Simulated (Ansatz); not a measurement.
One change: `[CH3][Al]([F])[O][GeH3]` becomes `C#[C][Al]([CH3])[F]`.

Ansatz, PBE0-D4/def2-TZVP geometries, multiplicity 1. Each molecule was computed in one conformer, which needn't be the lowest.

Scalar relativity is left out up to krypton.

```csv
property,`[CH3][Al]([F])[O][GeH3]`
HOMO energy (PBE0/def2-TZVPP) / eV,-8.70
size of the dipole moment (ωB97M-V/def2-TZVPP) / D,1.25
HOMO energy (B3LYP/def2-TZVPP) / eV,-8.47
HOMO–LUMO gap (B3LYP/def2-TZVPP) / eV,7.75
HOMO energy (ωB97M-V/def2-TZVPP) / eV,-11.02
HOMO–LUMO gap (ωB97M-V/def2-TZVPP) / eV,12.13
```

(1) Give the same properties after the change, and the shifts. (An estimate is asked.)

Answers

(1) The calculation gave: 
```json
{"property": "HOMO energy (PBE0/def2-TZVPP) / eV", "`C#[C][Al]([CH3])[F]`": "-8.32", "shift": "0.38"}
{"property": "size of the dipole moment (ωB97M-V/def2-TZVPP) / D", "`C#[C][Al]([CH3])[F]`": "1.91", "shift": "0.66"}
{"property": "HOMO energy (B3LYP/def2-TZVPP) / eV", "`C#[C][Al]([CH3])[F]`": "-8.06", "shift": "0.41"}
{"property": "HOMO–LUMO gap (B3LYP/def2-TZVPP) / eV", "`C#[C][Al]([CH3])[F]`": "6.66", "shift": "-1.09"}
{"property": "HOMO energy (ωB97M-V/def2-TZVPP) / eV", "`C#[C][Al]([CH3])[F]`": "-10.58", "shift": "0.44"}
{"property": "HOMO–LUMO gap (ωB97M-V/def2-TZVPP) / eV", "`C#[C][Al]([CH3])[F]`": "11.16", "shift": "-0.97"}
```

With PBE0 the HOMO rises by 0.38 eV and the LUMO falls by 0.74 eV, so the gap narrows by about 1.12 eV. PBE moves the HOMO by 0.12 eV and ωB97M-V by 0.44 eV. Dipoles are sizes alone; their direction can turn.

B3LYP here is the variant with VWN-RPA as its local correlation; programs differ in this.
